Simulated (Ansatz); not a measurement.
Method: frozen-core CCSD(T)/cc-pVTZ // B3LYP-D3(BJ)/def2-TZVP (Ansatz, a program for electronic structure). The restricted HF reference is unstable towards unrestricted orbitals.

Ansatz 0.2 input:
```yaml
crystal:
  periodic: [false, false, false]
  atoms:
    - { symbol: B, position_ang: [2.119435, 0.250427, -0.15606] }
    - { symbol: B, position_ang: [0.637597, -0.056015, -0.295139] }
    - { symbol: C, position_ang: [-0.825981, -0.418698, -0.417652] }
    - { symbol: O, position_ang: [-1.823266, 0.528022, -0.024909] }
    - { symbol: H, position_ang: [3.257718, 0.498703, -0.043203] }
    - { symbol: H, position_ang: [-1.039116, -0.739213, -1.448902] }
    - { symbol: H, position_ang: [-0.952756, -1.348171, 0.170152] }
    - { symbol: H, position_ang: [-1.373638, 1.284943, 0.366761] }
basis:
  gaussian: { orbitals: cc-pVTZ }
correlation:
  method: ccsd_t
```

Output:

```
Functional definition: HF
1017 factors; integrals over basis functions are off by at most 1.3e-3 eV
mean field evaluation 1: about -4468.4791 eV, gradient 3.4e1 eV
mean field evaluation 2: about -4468.4798 eV, gradient 3.4e1 eV
mean field evaluation 4: about -4471.5892 eV, gradient 4.0e0 eV
mean field evaluation 8: about -4471.6580 eV, gradient 5.2e-3 eV
mean field evaluation 16: about -4471.5893 eV, gradient 4.0e0 eV
mean field evaluation 32: about -4471.6569 eV, gradient 8.7e-2 eV
mean field evaluation 64: about -4471.1903 eV, gradient 4.1e-3 eV
mean field -4471.65800238 eV, -164.3304005890 hartree, gradient 6.4e-6 eV, S^2 0.000000; 5 other end points of the search recorded, 0 dependent functions left out; unrestricted orbitals would lower it
determinant -4471.65800238 eV, -164.3304005890 hartree, with singles and doubles -4488.73051648 eV, -164.9578039099 hartree
determinant -4471.19031860 eV, -164.3132135270 hartree, with singles and doubles -4488.24414940 eV, -164.9399302493 hartree
determinant -4471.65800238 eV, -164.3304005890 hartree, with singles and doubles -4488.52590412 eV, -164.9502845443 hartree
determinant -4471.19031860 eV, -164.3132135270 hartree, with singles and doubles -4488.04394977 eV, -164.9325730487 hartree
4 core orbitals not correlated
reference -4471.65800238 eV, -164.3304005890 hartree; 10, 10 occupied and 162, 162 virtual orbitals, 1017 factors
second order -15.83826421 eV of doubles, -0.00000000 eV of singles
cycle   1  -16.86790354 eV  change   -1.8e-6 eV  update   5.7e-6
perturbative correction -0.68862787 eV, -0.0253066074 hartree
Total energy: -4489.21453379 eV, -164.9755912180 hartree
```

Cost: about 5 core-minutes (a rough figure).
